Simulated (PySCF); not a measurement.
PySCF input file for C₅H₁₂Si, SMILES C[Si@@H]1[C@H](CC1)C, PBE0-D3(BJ)/def2-SVP. Coordinates come from a PBE0-D3(BJ)/def2-SVP optimisation. The structure was generated by enumeration; whether it is a known compound was not checked.

```python
import numpy as np
from pyscf import gto, scf, dft, df
from pyscf.hessian import thermo

mol = gto.M(
    atom='''
    C    -1.67208569   -1.67749057    0.32302419
    C    -0.86430382   -0.56598050   -0.31387216
    C    -1.40779420    0.88442899   -0.19080400
    C    -0.09180692    1.70174505   -0.25590860
    Si    0.77102390    0.13223216    0.36704836
    C     2.42980903   -0.40794299   -0.32479208
    H    -1.80602107   -1.50532246    1.40345920
    H    -1.18092673   -2.65621234    0.20490835
    H    -2.67819622   -1.75977137   -0.12312808
    H    -0.70003293   -0.78041208   -1.38676472
    H    -2.17215968    1.15794695   -0.93932740
    H    -1.87524700    1.01088850    0.80150150
    H     0.19004566    1.91793618   -1.29976901
    H    -0.07206176    2.64326522    0.31016079
    H     0.80454864    0.07549946    1.86624422
    H     2.42565767   -0.37745118   -1.42510377
    H     3.23745232    0.24981960    0.03353857
    H     2.66969624   -1.43599643   -0.01028096
    ''',
    basis='def2-SVP',
    charge=0,
    spin=0,
    max_memory=1600,
    verbose=3,
)
mf = dft.RKS(mol, xc='pbe0').density_fit(auxbasis='def2-universal-jkfit')
mf.disp = 'd3bj'
mf.grids.level = 3
mf.conv_tol = 1e-11
mf.max_cycle = 100
mf.kernel()

# [left out here: the lines that compute and print the analytic Hessian (its translational invariance restored by hand, since the grid's response is missing), thermochemistry and intensities]
```

Program output:

```
converged SCF energy = -486.660410032691

WARN: DFTD3 does not support analytical Hessian, using finite difference


WARN: Mole.unit (angstrom) is changed to Bohr

Mode                                 0                   1                   2
Irrep
Freq [cm^-1]                      114.8210            145.8501            151.7402
Reduced mass [au]                   2.1083              1.1770              2.0448
Force const [Dyne/A]                0.0164              0.0148              0.0277
Char temp [K]                     165.2019            209.8459            218.3204
Normal mode                   x     y     z       x     y     z       x     y     z
       0   C                 0.03 -0.04 -0.05   -0.06  0.01 -0.02   -0.05  0.04  0.05
       1   C                -0.02  0.03  0.00   -0.01 -0.01  0.01   -0.04 -0.02 -0.03
       2   C                -0.02  0.02  0.13    0.01 -0.00  0.02    0.00  0.00  0.02
       3   C                -0.02  0.01 -0.08    0.02 -0.02 -0.00    0.02 -0.03 -0.01
       4  Si                -0.00  0.03 -0.04    0.01 -0.03  0.01   -0.01 -0.05 -0.05
       5   C                 0.02 -0.06  0.08    0.03  0.06 -0.01    0.09  0.10  0.05
       6   H                 0.10 -0.15 -0.03   -0.07 -0.01 -0.02    0.11  0.03  0.07
       7   H                 0.04 -0.02 -0.18   -0.11 -0.01 -0.05   -0.16 -0.01 -0.04
       8   H                 0.01 -0.01 -0.00   -0.06  0.07 -0.04   -0.12  0.14  0.19
       9   H                -0.07  0.12 -0.02   -0.01  0.00  0.01   -0.14 -0.03 -0.04
      10   H                -0.14  0.03  0.26    0.00  0.01  0.03   -0.02  0.03  0.06
      11   H                 0.16 -0.00  0.21    0.03  0.01  0.03    0.05 -0.01  0.04
      12   H                -0.14 -0.09 -0.13    0.02 -0.04 -0.01   -0.01 -0.03 -0.02
      13   H                 0.06  0.05 -0.15    0.04 -0.02 -0.02    0.06 -0.03 -0.00
      14   H                -0.06  0.11 -0.04    0.02 -0.01  0.01   -0.08 -0.11 -0.05
      15   H                 0.09 -0.17  0.08   -0.13 -0.37 -0.02    0.26  0.30  0.06
      16   H                 0.02 -0.05  0.07   -0.10  0.42 -0.38   -0.01  0.08  0.30
      17   H                -0.03 -0.04  0.20    0.35  0.25  0.37    0.11  0.06 -0.10
Mode                                 3                   4                   5
Irrep
Freq [cm^-1]                      186.8858            229.9987            271.7179
Reduced mass [au]                   1.9854              1.1097              2.4260
Force const [Dyne/A]                0.0409              0.0346              0.1055
Char temp [K]                     268.8870            330.9169            390.9415
Normal mode                   x     y     z       x     y     z       x     y     z
       0   C                -0.09 -0.02 -0.06    0.00  0.00  0.01   -0.10  0.03 -0.01
       1   C                 0.01 -0.01  0.07   -0.03  0.01 -0.01    0.04 -0.04  0.03
       2   C                 0.02 -0.01  0.04   -0.01  0.02  0.04   -0.02 -0.07  0.01
       3   C                 0.02 -0.05 -0.09    0.01 -0.00  0.01   -0.08  0.02  0.04
       4  Si                 0.02  0.01  0.06   -0.00 -0.02 -0.03    0.06  0.05 -0.04
       5   C                -0.01  0.06 -0.05    0.03  0.01  0.01    0.06 -0.04  0.01
       6   H                -0.24 -0.05 -0.08   -0.42  0.29 -0.09   -0.19  0.07 -0.03
       7   H                -0.10 -0.03 -0.02    0.28  0.09  0.48   -0.22 -0.03  0.05
       8   H                -0.03  0.02 -0.21    0.18 -0.38 -0.32   -0.07  0.16 -0.11
       9   H                 0.08  0.02  0.07   -0.05  0.02 -0.02    0.05 -0.06  0.03
      10   H                -0.04 -0.04  0.09   -0.03  0.06  0.07   -0.01 -0.12 -0.02
      11   H                 0.10  0.03  0.07    0.03  0.00  0.06   -0.06 -0.10 -0.01
      12   H                 0.01 -0.22 -0.13   -0.02  0.02  0.01   -0.13  0.18  0.06
      13   H                 0.05  0.04 -0.24    0.04 -0.01  0.03   -0.13 -0.05  0.17
      14   H                 0.08  0.10  0.06   -0.01 -0.04 -0.03    0.14  0.11 -0.04
      15   H                -0.04  0.28 -0.04    0.09  0.01  0.01    0.15 -0.09  0.01
      16   H                 0.02 -0.03  0.06   -0.02  0.04  0.06    0.10 -0.10  0.05
      17   H                -0.02 -0.01 -0.26    0.06  0.02  0.03   -0.05 -0.05  0.08
Mode                                 6                   7                   8
Irrep
Freq [cm^-1]                      375.6124            444.9234            589.3622
Reduced mass [au]                   2.0803              3.0569              2.1114
Force const [Dyne/A]                0.1729              0.3565              0.4321
Char temp [K]                     540.4226            640.1458            847.9609
Normal mode                   x     y     z       x     y     z       x     y     z
       0   C                 0.02  0.10  0.00    0.03  0.07 -0.01   -0.06 -0.08  0.02
       1   C                 0.08 -0.03 -0.12   -0.03  0.08 -0.02   -0.08 -0.05 -0.08
[...]
       3   C                -0.00  0.00  0.00   -0.00 -0.00  0.00   -0.02 -0.04  0.05
       4  Si                 0.00  0.00 -0.00   -0.00  0.00  0.00   -0.00  0.00 -0.00
       5   C                -0.00 -0.00  0.00    0.04 -0.01 -0.02   -0.00  0.00 -0.00
       6   H                 0.01 -0.02 -0.09    0.00 -0.00 -0.01   -0.00 -0.00  0.00
       7   H                 0.00  0.00  0.00   -0.00  0.00  0.00    0.00 -0.01 -0.00
       8   H                 0.00  0.00  0.00    0.01  0.00  0.00   -0.00 -0.00 -0.00
       9   H                -0.11  0.16  0.77   -0.00  0.00  0.02   -0.00  0.00  0.02
      10   H                -0.31  0.11 -0.32    0.01 -0.00  0.01    0.11 -0.04  0.10
      11   H                -0.10  0.03  0.24    0.01 -0.00 -0.02   -0.10  0.03  0.20
      12   H                -0.00  0.00 -0.00    0.00  0.00 -0.01    0.21  0.15 -0.79
      13   H                 0.00 -0.01 -0.00    0.00  0.00  0.00    0.00  0.34  0.23
      14   H                 0.00 -0.00  0.00    0.00 -0.00 -0.00   -0.00  0.00 -0.00
      15   H                -0.00  0.00 -0.00    0.02 -0.02  0.55    0.00 -0.00  0.00
      16   H                -0.00 -0.00  0.00   -0.41 -0.35 -0.19    0.00  0.00  0.00
      17   H                 0.00 -0.00  0.00   -0.11  0.54 -0.17    0.00 -0.00  0.00
Mode                                42                  43                  44
Irrep
Freq [cm^-1]                     3100.2286           3119.3169           3137.9563
Reduced mass [au]                   1.1036              1.1026              1.1032
Force const [Dyne/A]                6.2497              6.3207              6.4003
Char temp [K]                    4460.5388           4488.0026           4514.8205
Normal mode                   x     y     z       x     y     z       x     y     z
       0   C                -0.00  0.00  0.00   -0.06  0.01 -0.06    0.04 -0.06 -0.05
       1   C                 0.00 -0.00 -0.01   -0.00 -0.00 -0.01    0.00 -0.00 -0.01
       2   C                -0.01  0.01 -0.08   -0.00 -0.00 -0.00   -0.00  0.00 -0.00
       3   C                 0.00  0.02 -0.01    0.00  0.00 -0.00    0.00  0.00  0.00
       4  Si                 0.00 -0.00 -0.00    0.00  0.00 -0.00    0.00 -0.00 -0.00
       5   C                 0.00 -0.00  0.00    0.00 -0.00  0.00    0.00  0.00  0.00
       6   H                 0.00 -0.01 -0.04   -0.08  0.10  0.54   -0.06  0.09  0.56
       7   H                 0.01 -0.02 -0.00    0.15 -0.31 -0.05   -0.34  0.67  0.08
       8   H                -0.01  0.00 -0.00    0.63  0.05  0.28   -0.07 -0.02 -0.05
       9   H                -0.02  0.03  0.13   -0.01  0.01  0.07   -0.01  0.01  0.07
      10   H                 0.42 -0.15  0.41    0.01 -0.00  0.01    0.01 -0.00  0.01
      11   H                -0.28  0.08  0.59   -0.00  0.00  0.01   -0.01  0.01  0.02
      12   H                -0.05 -0.04  0.20   -0.00 -0.00  0.00   -0.00 -0.00  0.00
      13   H                -0.00 -0.16 -0.10    0.00 -0.00 -0.00   -0.00 -0.01 -0.01
      14   H                -0.00  0.00  0.00    0.00  0.00  0.00    0.00  0.00  0.00
      15   H                -0.00  0.00  0.00   -0.00  0.00 -0.00   -0.00  0.00  0.00
      16   H                -0.00 -0.00 -0.00   -0.00 -0.00  0.00   -0.00 -0.00 -0.00
      17   H                -0.00  0.00 -0.00   -0.00  0.00 -0.00    0.00 -0.00  0.00
Mode                                45                  46                  47
Irrep
Freq [cm^-1]                     3158.5281           3161.6772           3164.0389
Reduced mass [au]                   1.1021              1.1035              1.1030
Force const [Dyne/A]                6.4779              6.4989              6.5058
Char temp [K]                    4544.4187           4548.9495           4552.3475
Normal mode                   x     y     z       x     y     z       x     y     z
       0   C                -0.00  0.00  0.00    0.00 -0.00 -0.00   -0.00  0.00 -0.00
       1   C                -0.00 -0.00  0.00    0.00  0.00 -0.00    0.00 -0.00 -0.00
       2   C                 0.00 -0.00 -0.00    0.00  0.00 -0.01    0.00  0.00 -0.00
       3   C                 0.00 -0.00 -0.00    0.01 -0.05 -0.07    0.00 -0.01 -0.01
       4  Si                 0.00  0.00  0.00   -0.00  0.00 -0.00   -0.00  0.00 -0.00
       5   C                 0.03  0.08  0.00    0.00 -0.00  0.01   -0.03  0.01 -0.08
       6   H                 0.00 -0.00 -0.00   -0.00  0.00  0.00   -0.00  0.00  0.00
       7   H                 0.00 -0.01 -0.00   -0.00  0.00  0.00    0.00 -0.00 -0.00
       8   H                 0.00  0.00  0.00   -0.00 -0.00 -0.00    0.00  0.00  0.00
       9   H                -0.00 -0.00 -0.00   -0.00  0.00  0.01    0.00  0.00  0.01
      10   H                 0.00 -0.00  0.00    0.02 -0.01  0.02    0.00 -0.00  0.00
      11   H                -0.00 -0.00  0.00   -0.03  0.01  0.07   -0.00  0.00  0.01
      12   H                -0.00 -0.00  0.00   -0.10 -0.09  0.40   -0.01 -0.01  0.04
      13   H                 0.00  0.00  0.00    0.01  0.72  0.43    0.00  0.07  0.04
      14   H                -0.00 -0.00  0.00    0.00 -0.00  0.00   -0.00 -0.00  0.01
      15   H                 0.00  0.01 -0.00   -0.00  0.00 -0.08   -0.00 -0.02  0.78
      16   H                -0.50 -0.39 -0.22   -0.02 -0.02 -0.01    0.27  0.23  0.11
      17   H                 0.15 -0.62  0.20   -0.01  0.04 -0.01    0.08 -0.35  0.10
temperature 298.1500 [K]
pressure 101325.00 [Pa]
Rotational constants [GHz] 3.85521 2.26971 1.61254
Symmetry number 1
Zero-point energy (ZPE) 0.15600 [Eh]   409582.509 [J/mol]
                           tot       elec      trans        rot        vib
Entropy [J/mol/K]       363.306      0.000    166.209    115.158     81.938
Cv [J/mol/K]            129.187      0.000     12.472     12.472    104.243
Cp [J/mol/K]            137.501      0.000     20.786     12.472    104.243
Internal energy [J/mol]                      3718.434   3718.434 423866.340
Internal energy [Eh]   -486.49614  -486.66041
Enthalpy [J/mol]                             6197.391   3718.434 423866.340
Enthalpy [Eh]          -486.49519
Gibbs free energy [J/mol]                  -43357.964 -30616.063 399436.649
Gibbs free energy [Eh] -486.53645
mode   freq/cm-1   IR/(km/mol)
   1      114.82         0.158
   2      145.85         0.016
   3      151.74         0.124
   4      186.89         0.374
   5      230.00         0.081
   6      271.72         0.873
   7      375.61         1.986
   8      444.92         3.222
   9      589.36        12.820
  10      602.93         5.159
  11      677.72         7.942
  12      689.22        20.883
  13      742.17        31.376
  14      772.21        22.720
  15      820.98        90.919
  16      872.89        23.768
  17      890.61        45.448
  18      904.48        79.986
  19      967.35         9.126
  20      977.46         8.709
  21      985.30        12.355
  22     1088.73         7.695
  23     1136.44         3.233
  24     1161.80         9.413
  25     1203.35         4.095
  26     1241.73         1.732
  27     1258.55        26.659
  28     1271.96         0.962
  29     1340.44         0.536
  30     1394.62         0.895
  31     1418.65         4.766
  32     1426.91         8.383
  33     1428.08         2.826
  34     1462.41         2.653
  35     1465.51         4.378
  36     1471.22         8.977
  37     2193.79       136.617
  38     3035.62        36.889
  39     3042.58        32.407
  40     3043.55        29.090
  41     3054.70         2.169
  42     3080.21         7.889
  43     3100.23        27.368
  44     3119.32        22.298
  45     3137.96        20.006
  46     3158.53         2.231
  47     3161.68         9.731
  48     3164.04         3.653
max |gradient| / (hartree/bohr): 3.192128530927856e-05
APT charges: [ 0.0715 -0.2053  0.0475 -0.2715  1.1738 -0.4002 -0.0134 -0.0155 -0.0415
 -0.0362 -0.0552 -0.023  -0.0048 -0.0049 -0.2909  0.0259  0.0205  0.0234]
```

The run converged.

Cost: about 7 core-minutes (a rough figure).
